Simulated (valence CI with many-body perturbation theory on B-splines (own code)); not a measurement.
**Valence orbitals of Sn**

Calculated by relativistic CI+MBPT: four valence electrons over a frozen Dirac-Fock core [Kr] 4d10, radial functions for each j: 11 s, 11 p, 9 d, 7 f, 5 g, 2 h, 1 i, with the one-electron correlation potential Σ1 (screened to all orders), the two-electron term Σ2, the three-electron term Σ3, Breit, model QED; selected single and double excitations, second order for the rest, scaled by the run's own slope (own B-spline code, finite nucleus).

Against 31 measured levels this calculation errs by 50 cm⁻¹ on average and by 287 at most. These come from a selection out of the NIST Handbook of Basic Atomic Spectroscopic Data. Levels without a partner in it may be off by more. Among the levels kept, up to 400 cm⁻¹ of a level comes from second order outside the variational space, and about a tenth of that is noise between levels of different J, which matters for small intervals.

These are the spectroscopic orbitals of the CI (the correlating ones are not listed), shaped by the core and the other valence electrons. h is the expectation value of the core's Dirac-Fock operator, without the valence repulsion; Σ1 is computed up to l = 3 at one energy for each symmetry, that of its lowest orbital but kept below the first core excitation, so for empty shells it is not the orbital's own correlation shift; Breit and QED include the response of the core.

```csv
Orbital,h (hartree),Σ1 (cm⁻¹),Breit (cm⁻¹),QED (cm⁻¹),⟨r⟩ (bohr)
5s1/2,-1.4071,-10293,92.7,115,2.516
6s1/2,-0.55253,-970,11.2,13.4,7.465
7s1/2,-0.2783,-259,3.1,3.7,15.86
8s1/2,-0.16903,-110,1.3,1.6,27.14
5p1/2,-1.0749,-6188,94.0,-1.1,3.229
6p1/2,-0.41077,-524,9.4,-0.1,10.14
7p1/2,-0.22453,-184,3.4,-0.1,19.92
8p1/2,-0.14257,-87.6,1.7,0.0,32.59
5p3/2,-1.0434,-5608,49.3,4.2,3.358
6p3/2,-0.40331,-508,5.2,0.4,10.35
7p3/2,-0.22145,-179,2.0,0.2,20.21
8p3/2,-0.14104,-85.6,1.0,0.1,32.95
5d3/2,-0.44745,-277,0.6,-0.2,9.084
6d3/2,-0.24121,-118,0.3,-0.1,19.21
7d3/2,-0.15106,-59.8,0.2,0.0,32.20
5d5/2,-0.44619,-271,-0.1,-0.1,9.104
6d5/2,-0.24042,-115,0.0,0.0,19.25
7d5/2,-0.15064,-58.0,0.0,0.0,32.25
4f5/2,-0.22026,-8.2,0.0,0.0,17.90
5f5/2,-0.14142,-5.0,0.0,0.0,31.25
4f7/2,-0.22029,-8.2,0.0,0.0,17.90
5f7/2,-0.14144,-5.0,0.0,0.0,31.24
5g7/2,-0.14008,,0.0,0.0,27.47
5g9/2,-0.14008,,0.0,0.0,27.47
```

Among the shells of the start configuration 5s2 5p2, Σ1 is largest in size for 5s1/2, where it is 3.3 % of h.

Lowest root of each symmetry, sizes in configuration state functions:

| J | Parity | Roots | Reference | Variational | Second order | Change by selected CI (cm⁻¹) | Change by second order (cm⁻¹) |
| --- | --- | --- | --- | --- | --- | --- | --- |
| 0 | even | 8 | 8 | 36523 | 650488 | -12382 | -54 |
| 1 | even | 13 | 15 | 40000 | 1785900 | -12220 | -210 |
| 2 | even | 14 | 17 | 39999 | 2645371 | -12422 | -286 |
| 3 | even | 9 | 11 | 39999 | 3378124 | -14438 | -278 |
| 4 | even | 5 | 6 | 39994 | 2480965 | -14296 | -92 |
| 5 | even | 2 | 2 | 24238 | 1747308 | -14773 | -76 |
| 0 | odd | 6 | 7 | 31941 | 547192 | -14241 | -50 |
| 1 | odd | 13 | 19 | 39994 | 1928221 | -14248 | -182 |
| 2 | odd | 15 | 20 | 40000 | 2394393 | -8812 | -296 |
| 3 | odd | 9 | 13 | 39996 | 3290038 | -14049 | -283 |
| 4 | odd | 5 | 7 | 39996 | 3096341 | -14679 | -200 |
| 5 | odd | 2 | 3 | 21400 | 1477738 | -14265 | -55 |
| 6 | odd | 1 | 1 | 13943 | 1101021 | -14730 | -56 |
